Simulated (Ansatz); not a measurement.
`IC1BC1` and `CC1BC1` differ in one atom or group.

Ansatz, PBE0-D4/def2-TZVP geometries, multiplicity 1. 

Elements past krypton have def2 core potentials.

| property | `IC1BC1` |
| --- | --- |
| HOMO energy (PBE/def2-TZVPP) / eV | -5.91 |
| size of the dipole moment (PBE/def2-TZVPP) / D | 1.17 |
| HOMO–LUMO gap (PBE0/def2-TZVPP) / eV | 5.21 |
| ideal-gas entropy at 298 K and 1 bar (rigid rotor, harmonic PBE0-D4/def2-TZVP) / J/(mol·K) | 313 |
| LUMO energy (B3LYP/def2-TZVPP) / eV | -2.01 |
| HOMO energy (PBE0/def2-TZVPP) / eV | -7.03 |

Problem. Give the same properties after the change, and the shifts. (Estimate.)

Solution. Computed: 
| property | `CC1BC1` | shift |
| --- | --- | --- |
| HOMO energy (PBE/def2-TZVPP) / eV | -5.86 | 0.05 |
| size of the dipole moment (PBE/def2-TZVPP) / D | 0.40 | -0.77 |
| HOMO–LUMO gap (PBE0/def2-TZVPP) / eV | 5.83 | 0.62 |
| ideal-gas entropy at 298 K and 1 bar (rigid rotor, harmonic PBE0-D4/def2-TZVP) / J/(mol·K) | 291 | -22 |
| LUMO energy (B3LYP/def2-TZVPP) / eV | -1.52 | 0.49 |
| HOMO energy (PBE0/def2-TZVPP) / eV | -7.11 | -0.08 |

With PBE0 the HOMO falls by 0.08 eV and the LUMO rises by 0.54 eV, so the gap widens by about 0.62 eV. PBE moves the HOMO by 0.05 eV and ωB97M-V by -0.24 eV. The zero-point energy changes by 98.7 kJ/mol with +9 modes. Dipoles are sizes alone; their direction can turn.

B3LYP here is the variant with VWN-RPA as its local correlation; programs differ in this.

Spin–orbit coupling is left out; it splits and shifts lone-pair levels of the heavy atoms by tenths of an eV.
